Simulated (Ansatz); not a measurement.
CH3BOS can be A, `B1OCS1`, or B, `OBC=S`.

Gas-phase electronic energies from Ansatz, PBE0-D4/def2-TZVP geometries. CCSD(T)/CBS adds triple-zeta CCSD(T) − MP2 to the extrapolated MP2 energy (def2 sets, frozen cores). DFT in def2-TZVPP. B3LYP here is the variant with VWN-RPA as its local correlation; programs differ in this. One conformer a species, not always the lowest.

Q: Which is lower in electronic energy at CCSD(T)/CBS, and by how much? (Best estimate.)

A: The calculation gave: A, by 11.1 kcal/mol.

Q: Give E(B) − E(A) in kcal/mol with B2PLYP, PBE0-D4, CCSD(T)/def2-TZVPP, CCSD(T)/def2-SVP, BLYP-D4, LDA (SPW92), B3LYP. (An estimate is asked.)

A: The calculation gave: B2PLYP 10.1, PBE0-D4 16.0, CCSD(T)/def2-TZVPP 10.8, CCSD(T)/def2-SVP 10.6, BLYP-D4 8.3, LDA (SPW92) 19.2, B3LYP 9.3. None reverses the order clearly.

Q: Does the order hold for the free energy at 298.15 K (harmonic terms from PBE0-D4)? (Estimate.)

A: The calculation gave: Yes: G(B) − G(A) = +8.4 kcal/mol, for one conformer each. Modes under 60 cm⁻¹, often nearly free rotors, make the harmonic entropy too high.

Largest T1 diagnostic: 0.016.

In def2-TZVPP, CCSD(T) changes the Hartree–Fock value by +2.2 kcal/mol (the triples alone add +0.1 kcal/mol) and MP2 by +3.9 kcal/mol. From BLYP to BHLYP (50 % exact exchange), in def2-TZVPP and without D4, E(B) − E(A) moves by +3.1 kcal/mol.
